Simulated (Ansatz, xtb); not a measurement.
FHOSi2+: 4 structures ranked

4 gas-phase structures of FHOSi2+, found in a search over its isomers (lower ones may exist). Each was relaxed with GFN2-xTB:

A. the doublet with the links of `O=[Si+][SiH]F`
B. a doublet given by its coordinates
C. the doublet with the links of `F[SiH][O+]=[Si]`
D. a doublet given by its coordinates

B (Å):

```xyz
5

F    -1.7019   -1.5261   -0.1993
O     0.7797   -1.6529   -0.9049
Si   -0.4179   -0.6336   -0.4243
Si    1.5030   -2.1143    0.4995
H    -0.4857    0.6563   -1.0368
```

Close contacts (Å): F1–Si3 1.58, O2–Si3 1.64, O2–Si4 1.65, Si3–Si4 2.60, Si3–H5 1.43.

D (Å):

```yaml
atoms:
  - { symbol: F, position_ang: [-1.1929, 2.6281, 0.1661] }
  - { symbol: O, position_ang: [-0.4898, -1.5338, 0.4786] }
  - { symbol: Si, position_ang: [-0.0516, -0.0602, 0.2021] }
  - { symbol: Si, position_ang: [0.3105, 2.1314, -0.1618] }
  - { symbol: H, position_ang: [-0.7195, -2.4403, 0.6990] }
```

Close contacts (Å): F1–Si4 1.62, O2–Si3 1.56, Si3–Si4 2.25, O2–H5 0.96.

Q: Which do you expect lowest at r2SCAN-D4/def2-SVP, and how would the others follow?

A: Calculated order at r2SCAN-D4/def2-SVP: C (0.0), B (3.8), D (38.2), A (56.8) kcal/mol.

Energies above the lowest of each column, in kcal/mol; the last columns are at B3LYP/6-31G* geometries and were run for some of them only (a dash: not run or not comparable):

```tsv
structure	GFN2-xTB	HF/STO-3G	r2SCAN-D4/def2-SVP	B3LYP/6-31G*	CCSD(T)/def2-SVP
C	0.0	0.0	0.0	0.0	0.0
B	19.6	12.4	3.8	12.5	17.3
D	13.5	56.0	38.2	–	–
A	19.5	59.8	56.8	–	–
```

Every level run on C puts it lowest or level with the lowest. Some further structures that were screened fall inside this span and aren't listed. Flexible structures stand in one conformer each, not always the lowest. Frequencies (B3LYP/6-31G*) were run for B, C alone. Open shells are spin-unrestricted, some with notable spin contamination.

Over these structures GFN2-xTB departs from r2SCAN-D4/def2-SVP by 19.4 kcal/mol on average once a common shift is removed. A GFN2-xTB relaxation took about 0.072 s and the r2SCAN-D4/def2-SVP energy about 1.9 s on a shared host (Ansatz 0.2.0, xtb 6.7.1 (Pople sets with spherical d functions)).
